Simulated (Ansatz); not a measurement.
`[CH3][Ga]([CH3])[OH]` and `CB(C)O` differ in one element.

Ansatz, PBE0-D4/def2-TZVP geometries, multiplicity 1. Each molecule was computed in one conformer, which needn't be the lowest.

Scalar relativity is left out up to krypton.

| property | `[CH3][Ga]([CH3])[OH]` |
| --- | --- |
| LUMO energy (PBE/def2-TZVPP) / eV | -1.01 |
| HOMO–LUMO gap (PBE/def2-TZVPP) / eV | 5.43 |
| size of the dipole moment (ωB97M-V/def2-TZVPP) / D | 1.84 |
| LUMO energy (B3LYP/def2-TZVPP) / eV | -0.50 |
| HOMO energy (B3LYP/def2-TZVPP) / eV | -7.50 |
| size of the dipole moment (B3LYP/def2-TZVPP) / D | 1.82 |

(1) What does the change do to each property? (An estimate is asked.)

Results:

(1) Ansatz gave: 
```csv
property,`CB(C)O`,shift
LUMO energy (PBE/def2-TZVPP) / eV,-0.33,0.68
HOMO–LUMO gap (PBE/def2-TZVPP) / eV,6.63,1.20
size of the dipole moment (ωB97M-V/def2-TZVPP) / D,1.41,-0.43
LUMO energy (B3LYP/def2-TZVPP) / eV,0.34,0.84
HOMO energy (B3LYP/def2-TZVPP) / eV,-8.21,-0.71
size of the dipole moment (B3LYP/def2-TZVPP) / D,1.40,-0.42
```

With PBE0 the HOMO falls by 0.69 eV and the LUMO rises by 0.89 eV, so the gap widens by about 1.58 eV. PBE moves the HOMO by -0.52 eV and ωB97M-V by -0.80 eV. Dipoles are sizes alone; their direction can turn.

B3LYP here is the variant with VWN-RPA as its local correlation; programs differ in this.
